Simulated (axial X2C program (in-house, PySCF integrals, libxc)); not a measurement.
Low determinants of AsF⁺ at the PBE0 level, two-component

Calculated with an in-house relativistic program for diatomic molecules. Two-component (2c) means X2C with spin–orbit coupling and atomic mean-field two-electron Coulomb and Gaunt terms. Basis: As dyall-cv3z [9s9p6d4f1g], F dyall-av3z [7s6p3d2f] (cores contracted in-house); Gaussian nuclei, density fitting, unrestricted open shells. Masses: As 74.922 u, F 18.998 u.

Search at 1.661 Å (vertical energies from the lowest determinant):

| ΔE (eV) | state | electrons beyond evenly filled partner blocks | electrons in ±ω = 1/2, 3/2, 5/2, 7/2 |
| --- | --- | --- | --- |
| 0.00 | Ω = 1/2 | ω = 1/2 | 29 10 2 0 |
| 0.21 | Ω = 3/2 | ω = 3/2 | 28 11 2 0 |
| 6.03 | Ω = 1/2 | 2 × ω = -1/2, ω = 3/2 | 28 11 2 0 |
| 6.45 | Ω = 5/2 | ω = -1/2, 2 × ω = 3/2 | 29 10 2 0 |
| 7.43 | Ω = 3/2 | ω = 3/2 | 30 9 2 0 |

Lowest determinant, Ω = 1/2 (⟨Sz⟩ = -0.50, ⟨Lz⟩ = 1.00 at PBE0): Re = 1.659 Å, ωe = 832.6 cm⁻¹.

The determinant in row 2 of the search, Ω = 3/2 (⟨Sz⟩ = 0.50, ⟨Lz⟩ = 1.00 at PBE0), was followed along the bond at PBE0; measured from the minimum of the lowest determinant it gives:

Te = 0.206 eV (1658 cm⁻¹), Re = 1.658 Å, ωe = 833.6 cm⁻¹.

Compare the bond of the determinant in row 2 with that of the lowest one.

At PBE0 its Re is 0.001 Å shorter and its force constant, which goes as ωe², is 1.00 times that of the lowest determinant. T0 ≈ Te + Δωe/2 = 1658 + (0) = 1658 cm⁻¹.

The search compares states at one distance, so a state with another bond length can lie lower; it is not exhaustive and yields mostly the lowest determinant of each block pattern, so other components and higher states of one pattern are missing. These are energies of single determinants, not of spin-adapted states; PBE0 term energies can be off by some tenths of an eV, and the functional has no current term.
